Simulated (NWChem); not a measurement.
Species: C₂H₇BO₂; SMILES OB(CC)O

```xyz
12

B      0.0010     0.5960    -0.0093
C     -0.7766    -0.7842    -0.0568
C      0.1021    -2.0406     0.0450
H     -1.3596    -0.8167    -0.9919
H     -1.5351    -0.7942     0.7423
H      0.6543    -2.0606     0.9910
H      0.8448    -2.0670    -0.7594
H     -0.4943    -2.9587    -0.0152
O      1.3674     0.6105    -0.0194
H      1.6987     1.5221     0.0053
O     -0.6382     1.8168     0.0326
H     -1.6008     1.7257     0.0393
```
Atoms are numbered in this order, from 1.

All runs: NWChem. Geometry: optimised at B3LYP/6-31G* (spherical d).

Problem. Estimate the computed values for LDA (Slater exchange, VWN5)/def2-SVP. Quantities: highest occupied level (eV); orbital gap (eV); dipole (D).

Solution. The highest occupied level (eV) is -7.09, the orbital gap (eV) is 7.51 and the dipole (D) is 1.53.
